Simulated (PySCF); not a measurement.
**Ionisation energy of Lu²⁺ by level of theory**

Lu²⁺ [Xe] 4f14 6s1 [6s1/2^1, M_J = 1/2] → Lu³⁺ [Xe] 4f14, as a difference of total energies. Computed with PySCF 2.14 in x2c-TZVPall-2c, with the two-component X2C-1e Hamiltonian. Correlated levels: [Ar] 3d10 frozen; the 18 highest virtual spinors dropped. "Screened" scales the spin-orbit matrix elements by Boettger's factors to mimic the two-electron term; Breit and QED terms are absent.

| method | ionisation energy (eV) |
| --- | --- |
| GHF (spin-free) | 19.959 |
| GMP2 (spin-free) | 20.912 |
| GHF (screened spin-orbit) | 19.964 |
| GMP2 (screened spin-orbit) | 20.916 |

Question: How much does correlation contribute at GMP2 (screened spin-orbit)?

Answer: 20.916 − (19.964) = 0.952 eV, measured against GHF (screened spin-orbit).

Errors of the correlated levels include the incompleteness of this basis and the frozen core.

For comparison: 20.959 eV (measured; NIST Atomic Spectra Database, ionization energies).
